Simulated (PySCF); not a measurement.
Screening by computed properties: pick the candidate that meets the target.

Species are written as SMILES; each is one conformer at its optimised geometry, gas phase, non-relativistic unless stated. Electronic properties by PySCF.

The conformers computed, where there is a choice (atom-mapped SMILES and torsion angles):
- `[SiH3:1][P:2]([SiH3:3])[SiH2:4][SH:5]`: Si1–P2–Si4–S5 53°, H–S5–Si4–P2 180°
- `[SiH3:1][SiH2:2][C@@H:3]([SiH3:4])[SiH2:5][Cl:6]`: Si1–Si2–C3–Si4 -66°, Si2–C3–Si5–Cl6 54°
- `[CH2:1]=[C:2]1[SiH2:3][C@H:4]1[N:5]([CH3:6])[CH3:7]`: Si3–C4–N5–C6 -87°
- `[CH3:1][SiH2:2][Si@@H:3]([SiH3:4])[SiH2:5][Cl:6]`: C1–Si2–Si3–Si4 -161°, Si2–Si3–Si5–Cl6 -59°
- `[CH3:1][Si:2]([SiH3:3])([SiH3:4])[SiH2:5][Cl:6]`: C1–Si2–Si5–Cl6 178°

The conformers of `CN[C@H]1C=CC[SiH2]1` aren't listed.

Question: Wanted: static isotropic polarisability above 140 au (CAM-B3LYP/def2-SVPD) and electronic spatial extent ⟨r²⟩ about the centre of nuclear charge above 1800 bohr² (CAM-B3LYP/def2-SVPD), at GFN2-xTB geometries. Which candidate meets both?
A. `C=C1[SiH2][C@H]1N(C)C`
B. `[SiH3][SiH2][C@@H]([SiH3])[SiH2]Cl`
C. `P([SiH3])([SiH3])[SiH2]S`
D. `C[SiH2][Si@@H]([SiH3])[SiH2]Cl`

Answer: D. Computed values:
| species | static isotropic polarisability | electronic spatial extent ⟨r²⟩ about the centre of nuclear charge |
| --- | --- | --- |
| C=C1[SiH2][C@H]1N(C)C | 98.5 au | 1045 bohr² |
| P([SiH3])([SiH3])[SiH2]S | 130.1 au | 1502 bohr² |
| [SiH3][SiH2][C@@H]([SiH3])[SiH2]Cl | 132.2 au | 2010 bohr² |
| C[SiH2][Si@@H]([SiH3])[SiH2]Cl | 142.0 au | 2069 bohr² |

Question: Wanted: lowest singlet excitation below 5 eV (TDDFT CAM-B3LYP/def2-SVPD) and HOMO–LUMO gap below 8.8 eV (CAM-B3LYP/def2-SVPD), at GFN2-xTB geometries. Which candidate meets both?
A. `C[SiH2][Si@@H]([SiH3])[SiH2]Cl`
B. `[SiH3][SiH2][C@@H]([SiH3])[SiH2]Cl`
C. `C=C1[SiH2][C@H]1N(C)C`
D. `CN[C@H]1C=CC[SiH2]1`
E. `[SiH3]P([SiH3])[SiH2]S`

Answer: C. Computed values:
```csv
species,lowest singlet excitation,HOMO–LUMO gap
C=C1[SiH2][C@H]1N(C)C,4.71 eV,8.03 eV
CN[C@H]1C=CC[SiH2]1,5.59 eV,8.69 eV
[SiH3]P([SiH3])[SiH2]S,5.96 eV,8.86 eV
C[SiH2][Si@@H]([SiH3])[SiH2]Cl,6.28 eV,9.48 eV
[SiH3][SiH2][C@@H]([SiH3])[SiH2]Cl,7.32 eV,10.46 eV
```

Question: Wanted: dipole moment below 1.5 D (CAM-B3LYP/def2-SVPD) and HOMO energy below -9.2 eV (CAM-B3LYP/def2-SVPD), at GFN2-xTB geometries. Which candidate meets both?
A. `[SiH3]P([SiH3])[SiH2]S`
B. `C[SiH2][Si@@H]([SiH3])[SiH2]Cl`
C. `C[Si]([SiH3])([SiH3])[SiH2]Cl`
D. `[SiH3][SiH2][C@@H]([SiH3])[SiH2]Cl`

Answer: D. Computed values:
| species | dipole moment | HOMO energy |
| --- | --- | --- |
| [SiH3]P([SiH3])[SiH2]S | 0.31 D | -8.38 eV |
| [SiH3][SiH2][C@@H]([SiH3])[SiH2]Cl | 1.34 D | -9.87 eV |
| C[SiH2][Si@@H]([SiH3])[SiH2]Cl | 1.68 D | -9.33 eV |
| C[Si]([SiH3])([SiH3])[SiH2]Cl | 2.34 D | -9.17 eV |
